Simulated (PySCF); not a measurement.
```xyz
10

N      2.2144     1.3050    -0.4951
C      1.6005     0.4417    -0.0434
C      0.7364    -0.5877     0.4810
Si    -1.0084    -0.3250    -0.2255
O     -1.4906     1.2196     0.0265
H      0.7074    -0.5261     1.5722
H      1.1118    -1.5768     0.2027
H     -0.9542    -0.6781    -1.6669
H     -1.9564    -1.1953     0.5046
H     -0.9608     1.9227    -0.3561
```

Charge 0, multiplicity 1.

Q: Give the Mulliken and meta-Löwdin atomic charges from PBE-D3(BJ)/def2-TZVP // PBE0-D4/def2-TZVP run with PySCF.

A: 
```
atom  Mulliken (e)  meta-Löwdin (e)
----  ------------  ---------------
N1            0.05            -0.24
C2           -0.31             0.10
C3           -0.21            -0.49
Si4           0.37             0.87
O5           -0.47            -0.72
H6            0.15             0.17
H7            0.15             0.17
H8           -0.04            -0.11
H9           -0.02            -0.09
H10           0.32             0.36
```
